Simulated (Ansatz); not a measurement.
Reaction (ligand exchange at the Si–C bond): `C=C[SiH2]N` + H₂Se → `N[SiH2][SeH]` + ethylene

Calculated with Ansatz (gas phase, PBE0-D4/def2-TZVP geometries, no zero-point term in ΔE). CCSD(T)/CBS adds triple-zeta CCSD(T) − MP2 to the extrapolated MP2 energy (def2 sets, frozen cores). This one scheme is used for every species. Functionals use def2-TZVPP. For Se outer-core shells are correlated without core-valence functions, which leaves a few kJ/mol of doubt a bond. Scalar relativity is left out up to krypton. One conformer a species, not always the lowest.

`C=C[SiH2]N`:

Cartesian coordinates in Å:
```
C 1.486 0.965 0.151
C 1.122 -0.291 0.392
Si -0.603 -0.928 0.086
N -1.700 0.233 -0.539
H 2.494 1.328 0.332
H 0.778 1.691 -0.244
H 1.873 -0.976 0.788
H -1.154 -1.431 1.374
H -0.523 -2.053 -0.885
H -1.669 0.520 -1.503
H -2.105 0.942 0.048
```

H₂Se:

Z-matrix (Å, degrees):
```
Se
H 1 1.467
H 1 1.467 2 91.2
```

`N[SiH2][SeH]`:

Cartesian coordinates in Å:
```
N -0.438 0.625 1.122
Si -0.301 0.221 -0.535
Se 0.567 -1.832 -1.070
H -0.975 0.040 1.744
H 0.356 1.021 1.599
H 0.535 1.279 -1.148
H -1.651 0.144 -1.143
H 1.907 -1.497 -0.570
```

`C=C`:

Z-matrix (Å, degrees):
```
C
C 1 1.323
H 1 1.085 2 121.7
H 1 1.085 2 121.7 3 -180.0
H 2 1.085 1 121.7 3 -0.0
H 2 1.085 1 121.7 3 -180.0
```

**Question.** Is it downhill or uphill in electronic energy at CCSD(T)/CBS, and by how much? (Estimate.)

**Answer.** Computed: Downhill: ΔE = -68.8 kJ/mol.

**Question.** What do these levels give: B97M-V, PBE0-D4, r2SCANh-D4, r2SCAN0-D4, BHLYP-D4, B2PLYP, r2SCANh, r2SCAN0, CCSD/def2-SVP, SCS-MP2/def2-TZVPP, CCSD/def2-TZVPP, CCSD/CBS(def2)? (An estimate is asked.)

**Answer.** Computed: B97M-V -63.5, PBE0-D4 -68.9, r2SCANh-D4 -68.8, r2SCAN0-D4 -69.2, BHLYP-D4 -67.1, B2PLYP -67.2, r2SCANh -69.4, r2SCAN0 -69.8, CCSD/def2-SVP -59.8, SCS-MP2/def2-TZVPP -66.0, CCSD/def2-TZVPP -64.3, CCSD/CBS(def2) -68.8 kJ/mol.

Largest T1 diagnostic among the species: 0.011.

At CCSD(T), def2-SVP lies +9.4 kJ/mol from the extrapolated value and def2-TZVPP +4.6 kJ/mol. Leaving LDA and LC-ωPBE aside and taking each functional with its dispersion term where it has one, the values, not all of them listed here, spread over 6.7 kJ/mol, from PBE-QIDH to CAM-B3LYP-D4. LDA lies +6.3 kJ/mol from PBE without D4.
